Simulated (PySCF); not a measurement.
B(F)(Me)(SeH) (CH₄BFSe), SMILES [SeH]B(C)F. The structure is a stationary point at PBE-D3(BJ)/def2-SVP. This is a generated structure with no PubChem entry under its InChIKey; it may be hypothetical. Other conformers were not sampled.

Computed equilibrium geometry at PBE-D3(BJ)/def2-SVP (PySCF confirms it by a frequency run) as a Z-matrix, and its point group (one conformer of several):
point group Cs.
```
B
F 1 1.3439
C 1 1.5685 2 119.30
H 3 1.1052 1 115.09 2 180.00
H 3 1.1118 4 108.52 1 122.71
H 3 1.1118 4 108.52 5 114.59
Se 1 1.9607 2 114.57 3 180.00
H 7 1.4829 1 94.21 2 180.00
```
